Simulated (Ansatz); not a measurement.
`c1c[se]c(-c2ccc(-c3ccc(-c4ccc(-c5ccc(-c6ccc(-c7ccc(-c8ccc(-c9ccc[se]9)[se]8)[se]7)[se]6)[se]5)[se]4)[se]3)[se]2)c1`. The state is a singlet with charge 0. Geometry PBE-D4/def2-SVP.

Cartesian coordinates in Å:
```
C 11.066 -11.477 4.428
C 10.343 -12.064 5.446
Se 8.712 -11.192 5.720
C 9.178 -10.029 4.296
C 8.315 -8.952 3.873
C 8.676 -7.766 3.238
C 7.613 -6.883 2.930
C 6.336 -7.302 3.303
C 5.081 -6.624 3.147
C 3.818 -6.992 3.611
C 2.758 -6.112 3.297
C 3.100 -4.977 2.558
C 2.261 -3.909 2.101
C 2.573 -2.853 1.243
C 1.527 -1.942 0.972
C 0.305 -2.206 1.594
C -0.925 -1.476 1.515
C -2.167 -1.778 2.079
C -3.212 -0.863 1.817
C -2.874 0.238 1.028
C -3.723 1.318 0.610
C -4.932 1.732 1.176
C -5.561 2.836 0.557
C -4.898 3.380 -0.546
C -5.300 4.494 -1.360
C -6.576 5.044 -1.492
C -6.685 6.145 -2.374
C -5.509 6.545 -3.010
C -5.308 7.601 -3.959
C -4.190 7.878 -4.746
C -4.298 8.990 -5.617
C -5.509 9.678 -5.576
C -5.899 10.837 -6.341
C -5.076 11.796 -6.924
C -5.749 12.828 -7.643
C -7.125 12.733 -7.654
Se -7.716 11.225 -6.720
Se -6.659 8.893 -4.292
Se -4.064 5.459 -2.426
Se -3.319 2.392 -0.900
Se -1.038 0.163 0.561
Se 0.454 -3.768 2.666
Se 4.965 -4.983 2.199
Se 6.437 -9.019 4.107
C 10.431 -10.368 3.795
H 12.054 -11.849 4.119
H 10.624 -12.928 6.060
H 9.728 -7.524 3.029
H 7.780 -5.907 2.448
H 3.663 -7.915 4.192
H 1.719 -6.306 3.605
H 3.573 -2.750 0.795
H 1.657 -1.080 0.301
H -2.320 -2.691 2.675
H -4.239 -1.018 2.177
H -5.336 1.249 2.077
H -6.492 3.278 0.939
H -7.444 4.615 -0.970
H -7.646 6.642 -2.578
H -3.292 7.241 -4.713
H -3.499 9.276 -6.316
H -3.984 11.768 -6.802
H -5.214 13.649 -8.142
H -7.844 13.412 -8.130
H 10.876 -9.830 2.946
```

The 6-31G sets use Cartesian d functions. B3LYP takes the VWN-RPA correlation. Single mean-field runs in 6-31G, def2-SVP, def2-TZVP are fitted with def2-universal-jkfit. The restricted singlet is unstable towards broken spin symmetry in Hartree–Fock (as tested in another run); at HF/STO-3G, LDA (SPW92)/def2-TZVP, PBE-D4/def2-TZVP, B3LYP-D4/6-31G and others this wasn't settled.

(1) Estimate the orbital energies around the gap (eV) in Ansatz with HF/STO-3G, LDA (SPW92)/def2-TZVP, PBE-D4/def2-TZVP, B3LYP-D4/6-31G, PBE0-D4/def2-SVP.

## Answers

(1) 
```
orbital  HF/STO-3G  LDA (SPW92)/def2-TZVP  PBE-D4/def2-TZVP  B3LYP-D4/6-31G  PBE0-D4/def2-SVP
HOMO−13      -7.52                  -6.60             -6.38           -7.02             -7.40
HOMO−12      -7.49                  -6.49             -6.27           -6.94             -7.29
HOMO−11      -7.45                  -6.46             -6.23           -6.88             -7.26
HOMO−10      -7.44                  -6.41             -6.19           -6.85             -7.21
 HOMO−9      -7.41                  -6.36             -6.15           -6.80             -7.17
 HOMO−8      -7.38                  -6.33             -6.12           -6.76             -7.12
 HOMO−7      -7.38                  -6.28             -6.07           -6.73             -7.09
 HOMO−6      -7.33                  -6.26             -6.05           -6.70             -7.06
 HOMO−5      -7.32                  -6.23             -6.02           -6.68             -7.03
 HOMO−4      -7.07                  -6.11             -5.90           -6.54             -6.91
 HOMO−3      -6.31                  -5.80             -5.58           -6.11             -6.51
 HOMO−2      -5.50                  -5.37             -5.15           -5.59             -5.99
 HOMO−1      -4.74                  -4.95             -4.72           -5.08             -5.46
   HOMO      -4.16                  -4.61             -4.38           -4.67             -5.05
   LUMO       3.02                  -3.43             -3.20           -2.55             -2.70
 LUMO+1       3.64                  -3.10             -2.87           -2.14             -2.28
 LUMO+2       4.42                  -2.74             -2.49           -1.67             -1.81
 LUMO+3       5.26                  -2.35             -2.10           -1.17             -1.31
 LUMO+4       6.02                  -2.27             -1.99           -1.03             -1.12
 LUMO+5       6.74                  -2.03             -1.77           -0.77             -0.86
```
